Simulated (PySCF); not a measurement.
C₄H₄F₂. Atoms are numbered in the order given.

```xyz
10

C      2.7990     0.2513     0.0000
C      1.5688    -0.1931     0.0000
C      0.3287    -0.6215     0.0000
C     -0.8493     0.3005     0.0000
F     -1.6266     0.0567     1.0928
F     -1.6266     0.0567    -1.0928
H      3.3337     0.4412     0.9380
H      3.3337     0.4412    -0.9380
H      0.0921    -1.6941     0.0000
H     -0.5630     1.3669     0.0000
```

Coordinates come from a r2SCAN-D4/def2-SVP optimisation. One conformer was computed; it need not be the lowest.

Level of theory: TDA-PBE/def2-SVPD (PySCF 2.14.0).

Vertical excitations.  State labels are in the subgroup Cs.

Q: Estimate the UV-visible absorptions. (Estimate from the structure and the level; the computed values follow.)

A: 
```csv
state,symmetry,energy (eV),λ (nm),f,main pairs
S1,A",5.68,218,0.000,"HOMO−1→LUMO 70 %, HOMO→LUMO+1 30 %"
S2,A",5.89,211,0.000,"HOMO→LUMO+1 70 %, HOMO−1→LUMO 30 %"
S3,A',6.78,183,0.003,"HOMO−2→LUMO+1 47 %, HOMO−1→LUMO+1 32 %, HOMO→LUMO 18 %"
S4,A",7.04,176,0.000,HOMO−2→LUMO 99 %
S5,A",7.17,173,0.003,HOMO→LUMO+2 100 %
S6,A',7.23,171,0.042,HOMO−1→LUMO+2 96 %
S7,A',7.58,164,0.251,"HOMO→LUMO 44 %, HOMO−2→LUMO+1 33 %"
S8,A",7.78,159,0.002,HOMO→LUMO+3 100 %
S9,A',7.79,159,0.091,HOMO−1→LUMO+3 86 %
S10,A',8.03,154,0.276,"HOMO−3→LUMO 38 %, HOMO−1→LUMO+4 24 %, HOMO−1→LUMO+1 16 %, HOMO−1→LUMO+3 9 %"
T1,A',4.57,271,0,"HOMO→LUMO 65 %, HOMO−1→LUMO+1 32 %"
T2,A',4.79,259,0,"HOMO−1→LUMO+1 65 %, HOMO→LUMO 33 %"
T3,A",5.27,235,0,"HOMO−1→LUMO 67 %, HOMO→LUMO+1 32 %"
T4,A",5.53,224,0,"HOMO→LUMO+1 67 %, HOMO−1→LUMO 32 %"
```
Triplets are in the Tamm–Dancoff approximation.
